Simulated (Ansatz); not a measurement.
Computed with Ansatz.

A structure relaxed at PBE0-D4/def2-TZVP, charge 0, multiplicity 1:

```csv
atom,x (Å),y (Å),z (Å)
C1,-1.095,-0.023,1.408
C2,-0.486,0.181,0.245
Si3,0.547,1.681,-0.369
C4,-0.026,-0.624,-0.797
O5,0.825,-1.648,-0.641
H6,-1.176,0.770,2.143
H7,-1.554,-0.980,1.645
H8,1.952,1.165,-0.259
H9,0.322,1.712,-1.851
H10,-0.381,-0.528,-1.814
H11,1.074,-1.708,0.289
```

(1) Give its formula and SMILES.

(2) Summarise the bond lengths by kind.

Results:

(1) C3H6OSi, `C=C1[SiH2]C1O`.

(2) 2 × C–C 1.328 to 1.395 Å; 3 × C–H 1.082 to 1.087 Å; 2 × C–Si 1.922 to 2.414 Å; 2 × H–Si 1.500 to 1.501 Å; 1 × C–O 1.341 Å; 1 × H–O 0.965 Å.
